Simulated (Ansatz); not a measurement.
Cartesian coordinates (Å):
```xyz
7

C     -1.1197    -0.0014     0.0425
Al     0.6491     0.7808    -0.3067
O      1.9560    -0.2404     0.1071
H     -1.1690    -0.3133     1.0910
H     -1.9544     0.6697    -0.1624
H     -1.2374    -0.8993    -0.5734
H      2.8754     0.0039    -0.0109
```
Charge 0, spin multiplicity 2.

Computed with frozen-core CCSD(T)/cc-pVTZ // r2SCAN-D4/def2-TZVP (Ansatz, a quantum-chemistry and plane-wave program).

```json
{
  "HF energy": "-357.06411 Ha",
  "MP2 correlation energy": "-0.48414 Ha"
}
```

**Question.** Estimate the CCSD correlation energy, the (T) correction, the total energy and the T1 diagnostic.

**Answer.** 
The CCSD correlation energy comes out as -0.50531 Ha and the (T) correction is -0.01859 Ha. The CCSD(T) total energy is -357.58801 Ha and the T1 diagnostic is 0.015.
